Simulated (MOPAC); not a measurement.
MOPAC input (PM6):

```
PM6 FORCE THERMO(298,298) PRECISE LET UHF MS=0.5 GEO-OK AUX(PRECISION=9) THREADS=1
ORb

Rb    0.00000000 1    0.00000000 1   -0.50608900 1
O     0.00000000 1    0.00000000 1    2.02254100 1
```

From the output:

```
     O    2   0.757964   0.757957

          HEAT OF FORMATION =      29.100235 KCALS/MOLE

          ZERO POINT ENERGY       0.442 KCAL/MOL

           NORMAL COORDINATE ANALYSIS (Total motion = 1 Angstrom)

   Root No.       1

                 1 Sig

                 309.0

           1   -0.1577
           2   -0.0000
           3    0.0000
           4    0.8423
           5    0.0000
           6   -0.0000

           MASS-WEIGHTED COORDINATE ANALYSIS (NORMAL COORDINATES)

   Root No.       1

                 1 Sig

                 309.0

           1   -0.3971
           2   -0.0000
           3    0.0000
           4    0.9178
           5    0.0000
           6   -0.0000

          DESCRIPTION OF VIBRATIONS

 VIBRATION          1    1Sig        ATOM PAIR     ENERGY CONTRIBUTION    RADIAL
 FREQUENCY           308.96         Rb1 -- O 2        +100.0% (100.0%)    100.0%
 TRANSITION DIPOLE   2.8487
 TRAVEL (Ang.)       0.1273
 REDUCED MASS       13.4766
 EFFECTIVE MASS     23.2995
 FORCE CONSTANT      0.7580

      SYMMETRY NUMBER FOR POINT-GROUP C*v =  1

          SYSTEM IS A GROUND STATE

 ORb

          MOLECULE IS LINEAR

          THERE ARE  1 GENUINE VIBRATIONS IN THIS SYSTEM
          THIS THERMODYNAMICS CALCULATION IS LIMITED TO
          MOLECULES WHICH HAVE NO INTERNAL ROTATIONS

                    CALCULATED THERMODYNAMIC PROPERTIES
                                          *
   TEMP. (K)   PARTITION FUNCTION   H.O.F.    ENTHALPY  HEAT CAPACITY ENTROPY
                                   KCAL/MOL   CAL/MOLE    CAL/K/MOL  CAL/K/MOL

 298.00  VIB.     0.1290D+01                   256.4435     1.6563     1.3670
         ROT.     0.1059D+04                   592.1869     1.9872    15.8277
         INT.     0.1366D+04                   848.6304     3.6436    17.1947
         TRA.     0.9881D+27                  1480.4672     4.9680    39.7592
         TOT.                       29.100    2329.0976     8.6116    56.9539

   *: NOTE: HEATS OF FORMATION ARE RELATIVE TO THE
            ELEMENTS IN THEIR STANDARD STATE AT 298K
              (=  Standard Enthalpy of Formation).

            Hvib:  Zero-point energy is not included.
                   frequencies of less than zero cm-1 are not included.
            Hrot = (3/2)RT
            Htra = (3/2)RT + pV = (5/2)RT

            Heat capacity is Cp, not Cv

          For more information, see: HTTP://OpenMOPAC.net/Manual/thermochemistry.html

           FORCE CONSTANT IN CARTESIAN COORDINATES (Millidynes/A)

    ATOM   CHEMICAL       X               Y               Z
   NUMBER   SYMBOL  FORCE CONSTANT  FORCE CONSTANT  FORCE CONSTANT

      1      Rb        0.757963        0.000340        0.000340
      2       O        0.757963        0.000340        0.000340

 **********************
 *                    *
 * JOB ENDED NORMALLY *
 *                    *
 **********************

 == MOPAC DONE ==
```
